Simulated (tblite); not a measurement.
C5H13FSi.
Cartesian coordinates in Å at the GFN2-xTB level; atoms count from 1:
```xyz
20
C5H13FSi angstrom
C      3.183    0.560   -0.377
C      2.064   -0.397    0.015
C      0.686    0.166   -0.331
Si    -0.731   -1.029    0.082
F     -0.467   -2.390   -0.763
C     -2.428   -0.378   -0.465
C     -2.899    0.842    0.321
H      3.169    0.746   -1.449
H      3.067    1.513    0.137
H      4.153    0.145   -0.114
H      2.116   -0.593    1.088
H      2.204   -1.350   -0.499
H      0.666    0.404   -1.398
H      0.552    1.112    0.196
H     -0.713   -1.486    1.468
H     -3.166   -1.175   -0.355
H     -2.407   -0.128   -1.528
H     -2.208    1.672    0.196
H     -2.967    0.612    1.381
H     -3.881    1.166   -0.020
```

Method: GFN2-xTB as coded in tblite; computed harmonic values from a numerical Hessian at the method's own geometry, unscaled. This tight-binding method is rough: wavenumbers can miss measured ones by several per cent, in bad cases by 10 to 20. Modes of hydrogen on silicon can be 10 to 20 % off. One conformer, not necessarily the lowest.

Harmonic wavenumbers (cm⁻¹): 39.9, 44.9, 81.7, 100.5, 146.9, 201.3, 232.0, 236.3, 266.6, 302.1, 349.3, 625.6, 643.3, 695.6, 729.8, 735.0, 777.0, 809.2, 842.0, 952.7, 982.7, 1013.9, 1024.6, 1080.0, 1080.7, 1115.1, 1227.9, 1238.1, 1253.7, 1285.4, 1295.2, 1355.4, 1415.1, 1419.6, 1475.3, 1481.4, 1498.9, 1504.6, 1506.3, 1511.0, 1514.3, 2281.5, 2953.8, 2966.8, 2973.7, 2979.7, 2985.0, 2991.2, 3019.7, 3025.4, 3029.8, 3031.3, 3035.3, 3037.9.

A = 3154, B = 1050, C = 842.7 MHz; mass 120.077 u (most abundant isotopes); point group C1, symmetry number 1.

**Question.** Zero-point energy?

**Answer.** Half the sum of the wavenumbers: 37201 cm⁻¹ = 445.02 kJ/mol.

**Question.** Give the ideal-gas entropy at 500 K and 1 bar in the rigid-rotor, harmonic-oscillator model (classical rotation).

**Answer.** Translation 179.32, rotation 128.34, vibration 224.57: S = 532.2 J/(mol K).

**Question.** And Cp and H(500 K) − H(0)?

**Answer.** Cp = 237.35 J/(mol K), of which vibrations give 204.09 (their classical limit is 54 R = 449.0); H(500 K) − H(0) = 70.99 kJ/mol without the zero-point energy, 54.36 from vibrations.

**Question.** How do the functions run with temperature in this model?

**Answer.** 
```tsv
T (K)	S (J/(mol K))	Cp (J/(mol K))	H − H(0) (kJ/mol)	G − H(0) (kJ/mol)	ln q(vib)
50	251.2	62.0	2.30	-10.26	0.88
100	302.4	87.4	6.07	-24.17	2.51
298.15	430.3	160.8	30.54	-97.77	8.50
373.15	469.7	191.0	43.73	-131.53	10.56
750	642.3	305.7	139.43	-342.30	20.27
1000	737.0	352.2	222.02	-515.00	26.16
```

q(vib) and H(0) count from the zero-point level.

**Question.** What must be added to the electronic energy to get the Gibbs energy at 500 K and 1 bar?

**Answer.** ZPE + [H(500 K) − H(0)] − T·S = 445.02 + 70.99 − 266.12 = 249.89 kJ/mol.

Hindered rotation and anharmonicity are outside this model. Other conformers, if any are populated, would add a mixing term that is left out. The structure is chiral; the term R ln 2 for an equal mix with its mirror image is left out.
